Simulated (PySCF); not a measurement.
C₄H₇B.
SMILES: `B[C@@H]1CC1=C`

The closed-shell SCF was solved with PySCF and density fitting under several settings on one GFN2-xTB geometry (grid level 2 and gas phase unless stated).

```tsv
settings	basis functions	SCF cycles	E (Eh)	HOMO (eV)	LUMO (eV)	dipole (D)
PBE0/pcSseg-1	120	12	-181.1414	-7.65	-1.27	0.95
PBE0/def2-SVPD	156	12	-181.0421	-7.67	-1.29	0.98
X3LYP/6-31G*, IEF-PCM water, level shift 0.3 Eh	84	13	-181.3002	-7.10	-0.96	1.29
WP04/pcSseg-1, level shift 0.1 Eh, fitting basis def2-universal-jkfit	120	10	-186.1951	-8.65	-3.02	0.83
BP86/def2-SVPD	156	14	-181.2606	-6.63	-2.32	1.10
```

Estimate the rows for these settings: (1) KT3/6-31G, grid level 3, energy threshold 1e-07 Eh; (2) B3LYP/pcSseg-1, IEF-PCM chloroform; (3) LDA/def2-SVPD, energy threshold 1e-07 Eh.

```tsv
settings	basis functions	SCF cycles	E (Eh)	HOMO (eV)	LUMO (eV)	dipole (D)
KT3/6-31G, grid level 3, energy threshold 1e-07 Eh	59	8	-184.4091	-6.27	-1.81	1.07
B3LYP/pcSseg-1, IEF-PCM chloroform	120	12	-181.3876	-7.38	-1.47	1.13
LDA/def2-SVPD, energy threshold 1e-07 Eh	156	9	-179.5127	-6.72	-2.57	1.15
```

Over all rows, what range does the HOMO–LUMO gap span?

From 4.15 eV to 6.38 eV.

And the dipole moment?

From 0.83 D (WP04/pcSseg-1, level shift 0.1 Eh, fitting basis def2-universal-jkfit) to 1.29 D (X3LYP/6-31G*, IEF-PCM water, level shift 0.3 Eh); the largest is 1.55 times the smallest, and the median is 1.08 D.

Compare two rows with the functional PBE0: PBE0/pcSseg-1 and PBE0/def2-SVPD. Which energy is lower, and by how much?

PBE0/pcSseg-1 (120 functions) lies 0.0993 Eh or 62 kcal/mol below PBE0/def2-SVPD (156 functions). The smaller set gives the lower energy; the two sets aren't nested, so the variational bound doesn't order them by size.

Cycle counts include a coarse-grid stage where the run had one. All basis functions are spherical, in the Pople sets too. KT3 and WP04 were designed for NMR shieldings or shifts; total energies of different functionals aren't comparable. One conformer (not necessarily the lowest) at the GFN2-xTB geometry, without vibrations or thermal averaging.
